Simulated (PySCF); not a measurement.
An excited-state job on `[GeH3][Si@@H](O)[SiH2]O[SiH3]`.

Method: TDDFT PBE0/def2-SVPD, vertical, gas phase, core orbitals frozen in the response (PySCF 2.14.0, density-fitted response routines). Geometry: GFN2-xTB. The command runs a driver script over a list of jobs; the input below is this job's line of settings and its coordinates in Å.

Command:
```bash
OMP_NUM_THREADS=1 python probes_run.py task.json out
```

Input:
```
{"job": {"kind": "uv", "xc": "PBE0", "basis": "def2-SVPD", "nstates": 6, "ntriplets": 2}, "charge": 0, "multiplicity": 1}
O     -2.032863     2.101162    -0.513033
Si    -1.267999     0.736889    -0.990005
Ge    -2.206723    -0.822899     0.483224
Si     1.029756     0.918949    -0.912016
O      1.484631    -0.233896     0.138383
Si     2.481429    -1.105429     1.072377
H     -1.914662     2.944928    -0.939584
H     -1.715375     0.446890    -2.369601
H     -2.782156    -0.273333     1.757115
H     -1.251103    -1.872742     0.971291
H     -3.338304    -1.659305    -0.055370
H      1.587650     2.190223    -0.421133
H      1.727230     0.634973    -2.173776
H      3.398123    -1.821580     0.186592
H      1.588232    -1.994261     1.808778
H      3.204535    -0.181626     1.945346
```

Estimate the output.

```
coarse grid: 61736 points
cycle   1  E = -3100.4109909525  dE = -1.256e-01  |g| = 1.022e+00  |ddm| = 5.121e+00
cycle   2  E = -3100.0158267062  dE =  3.952e-01  |g| = 1.733e+00  |ddm| = 2.776e+00
cycle   3  E = -3100.5949523769  dE = -5.791e-01  |g| = 1.281e-01  |ddm| = 1.885e+00
cycle   4  E = -3100.5974790812  dE = -2.527e-03  |g| = 5.575e-02  |ddm| = 2.574e-01
cycle   5  E = -3100.5978196859  dE = -3.406e-04  |g| = 1.104e-02  |ddm| = 6.747e-02
cycle   6  E = -3100.5978419137  dE = -2.223e-05  |g| = 4.513e-03  |ddm| = 1.625e-02
cycle   7  E = -3100.5978456463  dE = -3.733e-06  |g| = 6.619e-04  |ddm| = 5.650e-03
final grid: 124952 points
cycle   8  E = -3100.5977931048  dE = -2.613e-08  |g| = 8.795e-04  |ddm| = 7.716e-03
cycle   9  E = -3100.5977929101  dE =  1.947e-07  |g| = 1.361e-03  |ddm| = 2.602e-03
cycle  10  E = -3100.5977932516  dE = -3.415e-07  |g| = 1.034e-04  |ddm| = 1.452e-03
cycle  11  E = -3100.5977932537  dE = -2.169e-09  |g| = 1.660e-05  |ddm| = 1.583e-04
cycle  12  E = -3100.5977932538  dE = -3.092e-11  |g| = 3.412e-06  |ddm| = 2.859e-05
converged SCF energy = -3100.5977932538

Static polarisability (au): isotropic 120.358, principal 101.639 121.570 137.865

Singlet excitations
state   eV       nm        f      main configurations
  1   5.1712    239.8   0.03177   H->L 0.97
  2   5.8607    211.6   0.00073   H-1->L 0.61, H->L+1 0.35
  3   5.9739    207.5   0.07905   H->L+1 0.60, H-1->L 0.32
  4   6.2247    199.2   0.00901   H-2->L 0.92
  5   6.6960    185.2   0.03309   H-1->L+1 0.82
  6   6.8730    180.4   0.00413   H-3->L 0.67, H->L+2 0.14

Triplet excitations (Tamm-Dancoff, eV): 4.5729 5.3012
```

The SCF starts on a coarse grid where the log names one; the energy can jump when the final grid takes over, and dE then counts from the start density on the new grid. H and L stand for HOMO and LUMO; the number after each pair is its weight.

How does the lowest singlet excitation compare with the HOMO–LUMO gap?

HOMO -7.65 eV and LUMO -1.22 eV give a gap of 6.43 eV; S1 at 5.17 eV lies 1.26 eV below it.

Which computed singlet has the largest oscillator strength, and what do all of them sum to?

State 3 at 5.97 eV (208 nm), f = 0.079; the 6 states sum to 0.158.

Main results: HOMO -7.65 eV, LUMO -1.22 eV; lowest singlet 5.17 eV; lowest triplet 4.57 eV (Tamm–Dancoff); mean polarisability 120.4 au.

 The PBE0/def2-SVPD calculation is non-relativistic and has no spin–orbit coupling, an omission that weighs most on germanium.

The run took about 2.2 min of CPU time (grids of density and orbitals included) (one thread, shared machine).

One conformer stands for the species.
Labels such as C1 count atoms from 1, the log's own numbers from 0.
